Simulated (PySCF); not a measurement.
How methods differ on the ionisation energy of Re

Re [Xe] 4f14 5d5 6s2 (6S) → Re⁺ [Xe] 4f14 5d5 6s1 (7S), as a difference of total energies. Calculation: PySCF 2.14, in ANO-RCC-VTZP (8s7p5d3f2g1h, 104 functions); scalar relativity by spin-free X2C-1e. The calculations carry no spin-orbit coupling.

| method | ionisation energy (eV) | error (eV) |
| --- | --- | --- |
| UHF | 5.949 | -1.885 |
| PBEsol | 7.682 | -0.152 |
| MN15 | 7.884 | +0.050 |
| B3LYP | 8.070 | +0.236 |

Reference: 7.834 eV (measured; NIST Atomic Spectra Database, ionization energies).
